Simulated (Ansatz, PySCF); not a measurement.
CH₇ClN₂Si, SMILES NC[Si@@H](N)Cl. Atoms are numbered in the order given.

```xyz
12

N     -2.2124    -1.2264     0.7463
C     -1.5236    -0.3307    -0.1772
Si     0.2215     0.0965     0.3784
N      1.1029    -1.3742     0.5482
Cl     1.0575     1.4364    -0.9982
H     -2.3786    -0.7589     1.6358
H     -1.6167    -2.0253     0.9611
H     -2.1133     0.5904    -0.3174
H     -1.4812    -0.7898    -1.1818
H      0.2543     0.7610     1.7113
H      1.9362    -1.3863     1.1267
H      1.2289    -1.9734    -0.2618
```

The structure is a stationary point at PBE0-D3(BJ)/def2-SVP. The structure was generated by enumeration; whether it is a known compound was not checked. Other conformers were not sampled.

Vertical ionisation energy (IE) and electron affinity (EA) in eV. Rows of orbital energies are one-electron estimates. Where ΔSCF, EOM or ADC give a negative EA the extra electron is unbound and the value depends on the basis.

```
level                                                                         IE     EA
-------------------------------------------------------------------------  -----  -----
−ε(HOMO), −ε(LUMO), HF/def2-TZVP (PySCF)                                   10.06  -3.23
−ε(HOMO), −ε(LUMO), PBE/def2-TZVP (PySCF)                                   5.29   0.27
ΔSCF, CAM-B3LYP/def2-TZVPD (Ansatz), final states of multiplicity 2 and 2   9.04  -1.02
ΔSCF, PBE/def2-TZVPD (Ansatz), final states of multiplicity 2 and 2         8.54  -0.76
```

Q: What vertical singlet–triplet gap does ΔSCF give with CAM-B3LYP/def2-TZVPD (Ansatz, a first-principles code) and with PBE/def2-TZVPD (Ansatz)? (The exact figures need the calculation; the answer reports its results.)

A: 5.61 and 5.08 eV (triplet above singlet where positive).
